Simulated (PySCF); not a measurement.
**Electron correlation in Fe²⁺ (iron, charge +2)**

[Ar] 3d5 4s1, high-spin 7S determinant (an excited configuration). All numbers are calculated (PySCF 2.14, the non-relativistic Hamiltonian (point nucleus), in def2-TZVPPD). Frozen: [Ar]; 6 electrons correlated.

| level | correlation energy (mhartree) |
| --- | --- |
| CCSD | -83.36 |
| (T) | -0.72 |
| CCSD(T) | -84.08 |

Diagnostics: T1 = 0.0044, D1 = 0.0102, largest double amplitude 0.015.

Cost of the coupled-cluster step: of the order of 4 core-seconds, for 6 correlated electrons.

Iterations:

```
CC2 = 0
CCSD nocc = (np.int64(6), np.int64(0)), nmo = (58, 58)
frozen orbitals [[0, 1, 2, 3, 4, 5, 6, 7, 8], [0, 1, 2, 3, 4, 5, 6, 7, 8]]
max_cycle = 100
direct = 0
conv_tol = 1e-08
conv_tol_normt = 1e-06
diis_space = 8
diis_start_cycle = 0
Init t2, MP2 energy = -0.077905982452549
Init E_corr(UCCSD) = -0.0779059824532213
cycle = 1  E_corr(UCCSD) = -0.0826860235576368  dE = -0.0047800411  norm(t1,t2) = 0.0137168
cycle = 2  E_corr(UCCSD) = -0.0832309886199737  dE = -0.000544965062  norm(t1,t2) = 0.00352797
cycle = 3  E_corr(UCCSD) = -0.0833712137855731  dE = -0.000140225166  norm(t1,t2) = 0.00108476
cycle = 4  E_corr(UCCSD) = -0.0833625776000933  dE = 8.63618548e-06  norm(t1,t2) = 5.03485e-05
cycle = 5  E_corr(UCCSD) = -0.0833626545076544  dE = -7.69075612e-08  norm(t1,t2) = 5.31205e-06
cycle = 6  E_corr(UCCSD) = -0.0833627179466185  dE = -6.34389641e-08  norm(t1,t2) = 7.69707e-07
cycle = 7  E_corr(UCCSD) = -0.0833627132572288  dE = 4.68938974e-09  norm(t1,t2) = 9.65122e-08
UCCSD converged
E(UCCSD) = -1261.617419013564  E_corr = -0.08336271325722876
UCCSD(T) correction = -0.000722049915284163
```
